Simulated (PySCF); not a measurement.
C₆ coefficients of unlike pairs at CAM-B3LYP

Calculated with PySCF 2.14 from the dipole response of each species, C₆(A,B) = (3/π) ∫ α_A(iu) α_B(iu) du, in atomic units, from isotropic polarisabilities. For ions this is the dispersion term alone; charge-induced terms of lower order in 1/R come first.

| species | configuration | basis | relativity | α (bohr³) | C₆ (like pair) |
| --- | --- | --- | --- | --- | --- |
| O | [He] 2s2 2p4 (3P) | aug-cc-pCVTZ-DK with one added diffuse shell each of s, p, d, f type (8s7p5d3f) | spin-free X2C | 5.564 | 16.64 |
| K⁺ | [Ar] (1S) | x2c-QZVPPall with one added diffuse shell each of s, p, d, f type (12s8p5d4f) | spin-free X2C | 5.570 | 23.52 |
| Ga | [Ar] 3d10 4s2 4p1 (2P) | aug-cc-pVTZ-PP with one added diffuse shell each of s, d, f type with ECP10MDF (7s5p5d3f) | core potential | 56.65 | 468.5 |
| Mo⁺ | [Kr] 4d5 (6S) | aug-cc-pwCVDZ-PP with ECP28MDF (6s6p5d3f) | core potential | 19.78 | 126.6 |

Q: Estimate C₆ for Mo⁺ with K⁺.

A: The integral gives 52.56. The combination rule 2 C_A C_B / (C_A α_B/α_A + C_B α_A/α_B) gives 49.97 and the geometric mean 54.56.

No spin-orbit coupling is included.

The other pairs:

| pair | C₆ |
| --- | --- |
| Ga, K⁺ | 83.03 |
| K⁺, O | 19.62 |
| Ga, O | 75.53 |
| Mo⁺, Ga | 225.2 |
| Mo⁺, O | 45.33 |
